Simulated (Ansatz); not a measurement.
Name a neutral molecule of C, Cl, O, Si and H with size of the dipole moment (PBE/def2-TZVPP) between 3.15 and 3.45 D and ideal-gas entropy at 298 K and 1 bar (rigid rotor, harmonic PBE0-D4/def2-TZVP) between 352 and 368 J/(mol·K) (Ansatz, PBE0-D4/def2-TZVP geometry).

`OC1=C([SiH2]Cl)C1` (3.37 D, 367 J/(mol·K)). Other molecules can fit too; these were computed, each in one conformer that needn't be the lowest.
